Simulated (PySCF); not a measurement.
Te(Cl)(OMe) (CH3ClOTe), SMILES CO[Te]Cl. Coordinates come from a PBE0-D3(BJ)/def2-SVP optimisation. The def2 effective core potentials stand for the cores of Te; spin–orbit coupling is left out. One conformer was computed; it need not be the lowest.

Computed equilibrium geometry at PBE0-D3(BJ)/def2-SVP (PySCF confirms it by a frequency run) as bond lengths and angles (one conformer of several):
Atoms: Te1 Cl2 O3 C4 H5 H6 H7. Bonds (Å): Te1–Cl2 2.376, Te1–O3 1.975, O3–C4 1.410, C4–H5 1.104, C4–H6 1.101, C4–H7 1.105. Bond angles (°): Cl2–Te1–O3 98.7, Te1–O3–C4 117.9, O3–C4–H5 111.6, O3–C4–H6 106.7, O3–C4–H7 112.6, H5–C4–H6 108.4, H5–C4–H7 108.6, H6–C4–H7 108.8.
Charge 0, spin multiplicity 1.
